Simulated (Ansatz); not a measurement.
Saddle point of BHCl₃F, closed shell (BCl₃ ([Cl][B]([Cl])[Cl]) + HF → BCl₂F ([F][B]([Cl])[Cl]) + HCl; bonds formed: B1–F6, Cl2–H5; bonds broken: B1–Cl2, H5–F6), PBE0-D4/def2-TZVP structure:

```
6
angstrom
B -0.2591 0.2934 -0.1925
Cl 1.6781 -0.2688 -0.1753
Cl -1.0373 -0.0888 -1.7226
Cl -0.4864 1.8784 0.5348
H 0.6180 -0.9935 0.7150
F -0.5132 -0.8207 0.8405
```

Energies are electronic, without zero-point energy. Barriers and step energies count from the start structure reached by relaxing down the imaginary mode; all methods use the PBE0-D4 structures, on which another method's saddle can fall below an end. Program: Ansatz 0.2.0. Basis: def2-TZVPP, with def2-QZVPP for the basis limit. Cores are frozen in the correlated methods. B3LYP uses VWN-RPA correlation. Extrapolation: Hartree–Fock as exp(−7.88 √X), correlation as X^−2.97.

```json
{"method": "SPW92", "barrier (kJ/mol)": "17.3", "step energy (kJ/mol)": "-52.7"}
{"method": "PBE-D4", "barrier (kJ/mol)": "?", "step energy (kJ/mol)": "-50.4"}
{"method": "BLYP-D4", "barrier (kJ/mol)": "74.4", "step energy (kJ/mol)": "-58.7"}
{"method": "r2SCAN-D4", "barrier (kJ/mol)": "62.7", "step energy (kJ/mol)": "-58.8"}
{"method": "B97M-V", "barrier (kJ/mol)": "?", "step energy (kJ/mol)": "-63.9"}
{"method": "PBE0-D4", "barrier (kJ/mol)": "69.1", "step energy (kJ/mol)": "-53.4"}
{"method": "B3LYP-D4", "barrier (kJ/mol)": "81.1", "step energy (kJ/mol)": "-61.4"}
{"method": "r2SCAN0-D4", "barrier (kJ/mol)": "?", "step energy (kJ/mol)": "-59.3"}
{"method": "BHLYP-D4", "barrier (kJ/mol)": "93.9", "step energy (kJ/mol)": "-66.0"}
{"method": "CAM-B3LYP-D4", "barrier (kJ/mol)": "75.4", "step energy (kJ/mol)": "-66.9"}
{"method": "wB97X-V", "barrier (kJ/mol)": "75.3", "step energy (kJ/mol)": "-60.8"}
{"method": "wB97M-V", "barrier (kJ/mol)": "72.4", "step energy (kJ/mol)": "-60.0"}
{"method": "B2PLYP", "barrier (kJ/mol)": "83.6", "step energy (kJ/mol)": "-60.5"}
{"method": "PBE-QIDH", "barrier (kJ/mol)": "76.5", "step energy (kJ/mol)": "-54.2"}
{"method": "RPA on PBE", "barrier (kJ/mol)": "83.1", "step energy (kJ/mol)": "-61.0"}
{"method": "HF", "barrier (kJ/mol)": "137.7", "step energy (kJ/mol)": "-78.8"}
{"method": "MP2", "barrier (kJ/mol)": "79.7", "step energy (kJ/mol)": "-50.7"}
{"method": "CCSD", "barrier (kJ/mol)": "94.3", "step energy (kJ/mol)": "-62.7"}
{"method": "CCSD(T)", "barrier (kJ/mol)": "85.0", "step energy (kJ/mol)": "-58.9"}
```

Fill in the withheld barriers. (To be estimated.)

Computed: r2SCAN0-D4 71.4; B97M-V 81.0; PBE-D4 57.9 kJ/mol. Each is the energy of the saddle less that of the start structure, by the same method.

For comparison, the barrier by CCSD(T) at an estimated basis limit (MP2 extrapolated from triple and quadruple zeta, plus CCSD(T) − MP2 in triple zeta) is 85.0 kJ/mol.

T1 diagnostic: at most 0.011.

Labels in which every atom is bracketed show which atoms are joined, not bond orders.

For scale, one of the runs: CCSD(T)/def2-TZVPP, 202 basis functions (an equivalent command: `ansatz run in.yaml --threads 4`). Hardware: 4 CPU threads, shared host. Wall time 44 s; peak host memory 2.4 GiB.
